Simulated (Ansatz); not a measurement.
Molecule: WO₃, net charge 0, singlet state. 
Geometry from a B3LYP-D3(BJ)/def2-TZVP (Ansatz, a program for electronic structure) optimisation:
SMILES: [O]=[W](=[O])=[O]
```xyz
4

W     -0.0639    -0.1100    -0.0865
O      1.6332     0.0179    -0.3861
O     -0.2732    -0.4349     1.5978
O     -0.7687     1.4341    -0.4113
```
Charge 0, spin multiplicity 1.

Give the harmonic wavenumbers at B3LYP-D3(BJ)/def2-TZVP (Ansatz, finite differences of forces, unscaled).

282, 342, 342, 943, 943, 1024 cm⁻¹. Zero-point energy 5.5 kcal/mol.

From these and the geometry, give the ideal-gas thermochemistry at 298.15 K and 1 atm (rigid rotor, harmonic oscillator).

Point group C3v, rotational symmetry number 3. Rotational constants 6.545, 6.545, 4.063 GHz. S(trans) 42.22, S(rot) 22.84, S(vib) 4.25, S(elec, spin only) 0.00, S 69.3 cal/(mol K). H(298) - H(0) 3.19 kcal/mol; G - E(el) -11.9 kcal/mol.
